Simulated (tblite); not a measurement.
C10H9P.
Cartesian coordinates in Å at the GFN2-xTB level; atoms count from 1:
```
atom  x, y, z in Å
C1     3.0483    1.6472   -0.4078
C2     2.3642    0.7133   -0.7337
P3     1.4328   -0.6481   -1.3840
C4     1.5028   -1.7366    0.1359
C5     0.6392   -1.0830    1.2172
C6    -0.4641   -0.3462    0.5180
C7    -1.6611    0.0456    1.0878
C8    -2.5883    0.7402    0.3259
C9    -2.3236    1.0461   -0.9986
C10   -1.1247    0.6607   -1.5770
C11   -0.2008   -0.0325   -0.8155
H12    3.6298    2.4602   -0.0816
H13    2.5341   -1.8927    0.4558
H14    1.0862   -2.7084   -0.1471
H15    0.2491   -1.8219    1.9202
H16    1.2362   -0.3612    1.7844
H17   -1.8720   -0.1913    2.1212
H18   -3.5256    1.0418    0.7702
H19   -3.0554    1.5830   -1.5841
H20   -0.9123    0.8944   -2.6104
```

Calculated harmonic vibrations of the isolated species, GFN2-xTB (tblite), most abundant isotopes, no scaling. Against measured fundamentals such values can be off by several per cent, at times by over 20. One conformer, not necessarily the lowest.

Harmonic wavenumbers (cm⁻¹): 66.5, 73.6, 152.0, 158.8, 226.9, 292.7, 311.6, 336.5, 401.7, 452.6, 477.1, 483.0, 564.4, 638.1, 652.5, 658.0, 660.3, 690.1, 703.7, 765.0, 781.9, 834.1, 880.5, 910.3, 928.1, 946.0, 1019.0, 1046.5, 1084.1, 1104.1, 1143.4, 1160.1, 1180.0, 1223.8, 1242.3, 1254.3, 1289.6, 1331.3, 1435.1, 1443.1, 1451.2, 1464.4, 1581.5, 1593.3, 2189.9, 2935.0, 2946.8, 2974.0, 2983.4, 3069.2, 3072.6, 3080.5, 3090.9, 3362.4.

A = 1709, B = 803.3, C = 701.4 MHz; mass 160.044 u (most abundant isotopes); point group C1, symmetry number 1.

Problem. Zero-point energy?

Solution. Half the sum of the wavenumbers: 33399 cm⁻¹ = 95.49 kcal/mol.

Problem. What is S at 500 K and 1 bar for an ideal gas of classical rigid rotors and harmonic oscillators?

Solution. Translation 43.71, rotation 31.73, vibration 49.76: S = 125.2 cal/(mol K).

Problem. And Cp and H(500 K) − H(0)?

Solution. Cp = 62.64 cal/(mol K), of which vibrations give 54.69 (their classical limit is 54 R = 107.3); H(500 K) − H(0) = 17.59 kcal/mol without the zero-point energy, 13.62 from vibrations.

Problem. Blend soft modes into free rotors: weight 1/[1 + (100 cm⁻¹/ν̃)⁴] for the oscillator and the rest for a rotor with moment μB/(μ + B), μ = h/(8π²ν), B = 10⁻⁴⁴ kg m². What vibrational entropy results?

Solution. 47.22 cal/(mol K) in place of 49.76, which changes −T·S at 500 K by +1.27 kcal/mol.

Problem. How do the functions run with temperature in this model?

Solution. 
```
T (K)  S (cal/(mol K))  Cp (cal/(mol K))  H − H(0) (kcal/mol)  G − H(0) (kcal/mol)  ln q(vib)
  100             69.1              17.2                 1.20                -5.71       1.22
  200             84.5              29.0                 3.49               -13.41       3.45
  300             98.7              41.7                 7.02               -22.58       5.95
  800            159.1              81.3                39.46               -87.84      19.41
 1000            178.1              89.0                56.53              -121.61      24.46
```

q(vib) and H(0) count from the zero-point level.

Problem. Which modes carry the vibrational entropy at 500 K?

Solution. 66.5 cm⁻¹: 5.28; 73.6 cm⁻¹: 5.08; 152.0 cm⁻¹: 3.65; 158.8 cm⁻¹: 3.56; 226.9 cm⁻¹: 2.87; 292.7 cm⁻¹: 2.39 cal/(mol K); the other 48 give 26.95 together.

Problem. What must be added to the electronic energy to get the Gibbs energy at 500 K and 1 bar?

Solution. ZPE + [H(500 K) − H(0)] − T·S = 95.49 + 17.59 − 62.60 = 50.48 kcal/mol.

Hindered rotation and anharmonicity are outside this model. Other conformers, if any are populated, would add a mixing term that is left out. The structure is chiral; the term R ln 2 for an equal mix with its mirror image is left out.

Hardware: one thread, Arm Neoverse N1, shared host. The figure is for the frequency step alone.
